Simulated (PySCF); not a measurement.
A structure optimised at r2SCAN-D4/def2-SVP, used in a PySCF frequency run:

```
Si
O 1 1.6631
H 2 0.9652 1 115.63
O 1 1.6631 2 107.87 3 -63.22
H 4 0.9652 1 115.63 2 -179.49
O 1 1.6631 2 107.87 3 -179.49
H 6 0.9652 1 115.63 2 -63.22
```
Charge 0, spin multiplicity 2.

Task: Write its SMILES, formula and point group.

Result: O[Si](O)O, H₃O₃Si, C3

Task: What are its rotational constants (standard atomic weights)?

Result: 7.0508, 7.0508, 3.8663 GHz
